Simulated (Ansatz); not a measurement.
The cation of C3H8Cl3NSn, SMILES `CC[N](C)[Sn]([Cl])([Cl])[Cl]` at the neutral geometry.

```yaml
crystal:
  periodic: [false, false, false]
  atoms:
    - {symbol: C, position_ang: [-1.588612, 0.377483, -1.145238]}
    - {symbol: C, position_ang: [-1.166251, -0.144191, 0.209289]}
    - {symbol: N, position_ang: [0.192187, 0.229995, 0.569737]}
    - {symbol: C, position_ang: [0.549492, -0.198885, 1.909818]}
    - {symbol: Sn, position_ang: [1.606195, 0.052862, -0.837459]}
    - {symbol: Cl, position_ang: [1.587479, 1.798566, -2.335668]}
    - {symbol: Cl, position_ang: [1.466493, -1.892833, -2.091042]}
    - {symbol: Cl, position_ang: [3.669731, 0.089284, 0.189849]}
    - {symbol: H, position_ang: [-1.020319, -0.085153, -1.960155]}
    - {symbol: H, position_ang: [-1.462341, 1.459710, -1.208273]}
    - {symbol: H, position_ang: [-2.637967, 0.139724, -1.327913]}
    - {symbol: H, position_ang: [-1.308079, -1.235815, 0.251744]}
    - {symbol: H, position_ang: [-1.821411, 0.281412, 0.981023]}
    - {symbol: H, position_ang: [0.433486, -1.281185, 2.064545]}
    - {symbol: H, position_ang: [1.578617, 0.073645, 2.146314]}
    - {symbol: H, position_ang: [-0.101698, 0.312683, 2.627631]}
basis:
  gaussian: {orbitals: def2-TZVPP}
total_charge: 1
magnetization: {spin_polarized: true, initial_magnetization: 1}
hamiltonian: {xc: {name: B2PLYP}}
```

```sh
$ ansatz run in.yaml --threads 5 --pin off --events-out ev --progress --plain --max-ram 66560MiB --backend cuda --devices 0, --max-vram 37GiB
```

Shortened log:

```
Functional definition: B2PLYP
2590 factors; integrals over basis functions are off by at most 1.0e-3 eV
mean field evaluation 1: about -48078.5102 eV, gradient 5.3e1 eV
mean field evaluation 2: about -48078.7621 eV, gradient 5.3e1 eV
mean field evaluation 4: about -48088.7565 eV, gradient 2.5e1 eV
mean field evaluation 8: about -48094.4545 eV, gradient 1.9e0 eV
mean field evaluation 16: about -48094.4890 eV, gradient 9.0e-3 eV
mean field -48094.48898827 eV, -1767.4398707036 hartree, gradient 6.0e-6 eV, S^2 0.759022; 2 other end points of the search recorded, 0 dependent functions left out
23 core orbitals not correlated: weight in the atoms' cores, before any rotation towards them, 1.000 or more for the frozen orbitals, at most 0.000 for the correlated occupied ones
reference -48094.48920842 eV, -1767.4398787939 hartree; 30, 29 occupied and 359, 360 virtual orbitals, 2590 factors
second order -51.89522234 eV of doubles, -0.00000000 eV of singles
Total energy: -48108.50091845 eV, -1767.9547996400 hartree
```

It took 12 s on 5 threads of an AMD EPYC 7R13 on a shared host and a share of an NVIDIA H100 80 GB, with 2 GiB of host memory at the peak.
